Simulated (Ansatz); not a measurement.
# Reading a saddle point

A first-order saddle point of SiN$_{2}$H$_{9}$F, closed shell, PBE0-D4/def2-TZVP, with one imaginary mode of 766i cm⁻¹:

Si1  (-0.427, -0.569, 0.543)
H2  (0.848, 0.748, 0.989)
H3  (-1.473, -1.586, 0.153)
H4  (0.392, -1.334, 1.516)
N5  (-1.469, 0.749, 0.780)
H6  (1.214, 0.141, -1.153)
N7  (0.457, -0.642, -1.113)
H8  (1.396, 1.045, 0.275)
F9  (2.022, 1.236, -0.754)
H10  (-1.162, 1.650, 1.101)
H11  (-2.468, 0.624, 0.771)
H12  (-0.218, -0.510, -1.861)
H13  (0.888, -1.553, -1.248)
(Å)

Ansatz 0.2.0; basis: def2-TZVPP and def2-QZVPP; cores frozen in the correlated methods. Extrapolation: Hartree–Fock as exp(−7.88 √X), correlation as X^−2.97.

Problem. Which contacts change along the imaginary mode, and what lies on either side? (A judgement: the text doesn't fix the answer.)

Solution. Computed: The step is SiNH₅ ([NH2][SiH3]) + NH₃ + HF → SiN₂H₆ ([NH2][SiH2][NH2]) + HF + H₂, with the molecules in contact on both sides. Shortening one way: Si1–N7, H2–H8, H6–F9; lengthening the same way: Si1–H2, H6–N7, H8–F9.
```tsv
pair	one side (Å)	saddle (Å)	other side (Å)
Si1–N7	4.13	1.88	1.75
H2–H8	3.32	0.95	0.75
H6–F9	3.14	1.42	0.97
Si1–H2	1.48	1.89	4.08
H6–N7	1.01	1.09	1.65
H8–F9	0.97	1.22	2.49
```

Problem. Which side is lower, and how far does the saddle lie above each? (Judge from chemistry; the value comes from the calculation.)

Solution. By the calculation: The side with Si1–N7, H2–H8, H6–F9 short is lower by 7.97 kcal/mol; the saddle lies 35.49 kcal/mol above it and 27.52 kcal/mol above the other (CCSD(T) at an estimated basis limit (MP2 extrapolated from triple and quadruple zeta, plus CCSD(T) − MP2 in triple zeta); electronic energies).

No T1 diagnostic of these runs exceeds 0.012.

Labels in which every atom is bracketed show which atoms are joined, not bond orders.

For scale, one of the runs: CCSD(T)/def2-TZVPP, 261 basis functions, launched by `ansatz run in.yaml --threads 8 --pin off --events-out ev --progress --plain --max-ram 19148MiB`. Hardware: 8 CPU threads of an Arm Neoverse V1, shared host. Wall time 94 s; peak host memory 6.4 GiB.
